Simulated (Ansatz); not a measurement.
`[SiH3]B[CH2][InH2]` + `C[SeH]` → `C[Se][InH2]` + `CB[SiH3]` at 600 K and 1 bar (ligand exchange at the In–C bond).

Calculated with Ansatz (gas phase, PBE0-D4/def2-TZVP geometries, no zero-point term in ΔE). CCSD(T)/CBS adds triple-zeta CCSD(T) − MP2 to the extrapolated MP2 energy (def2 sets, frozen cores). Elements past krypton have def2 core potentials. For In, Se outer-core shells are correlated without core-valence functions, which leaves a few kJ/mol of doubt a bond. Scalar relativity is left out up to krypton. Each species was taken in one conformer, which may not be the lowest.

```
             species  CCSD(T)/CBS energy (Eh)  H − E (kJ/mol)  S (J/(mol·K))
`[SiH3]B[CH2][InH2]`               -546.51356           271.0          473.5
            `C[SeH]`              -2441.15625           149.5          312.9
       `C[Se][InH2]`              -2631.58862           182.5          424.0
          `CB[SiH3]`               -356.10570           243.9          396.6
```

H − E and S are ideal-gas, rigid-rotor, harmonic terms from PBE0-D4/def2-TZVP, for one conformer and one mirror image of each species. 1 Eh = 2625.50 kJ/mol, R = 8.31446 J/(mol·K).

Question: By hand: ΔE, ΔH, ΔS and ΔG.

Answer: ΔE = (-2631.58862) + (-356.10570) − (-546.51356) − (-2441.15625) = -0.02451 Eh = -64.4 kJ/mol. Δ(H − E) = 182.5 + 243.9 − 271.0 − 149.5 = 5.9, so ΔH = -58.5 kJ/mol. ΔS = 424.0 + 396.6 − 473.5 − 312.9 = 34.2 J/(mol·K). ΔG = -58.5 − 600 × (34.2)/1000 = -79.0 kJ/mol.

Question: By hand: the equilibrium constant, and the temperature at which ΔG would vanish if ΔH and ΔS stayed fixed.

Answer: log₁₀ K = −ΔG/(RT ln 10) = 6.9. ΔH and −TΔS have one sign here, so there is no such temperature.

TΔS isn't small against ΔH here. A doubt of 5 kJ/mol in ΔE shifts log₁₀ K by 0.4 here. Other conformers and mirror images would add mixing entropy, several J/(mol·K) or more a flexible species. Modes under 60 cm⁻¹, often nearly free rotors, make the harmonic entropy too high. These are equilibria of isolated gas molecules and say nothing of rates. Largest T1 diagnostic: 0.014 (customary marks: 0.02 for closed shells, 0.045 for open ones).
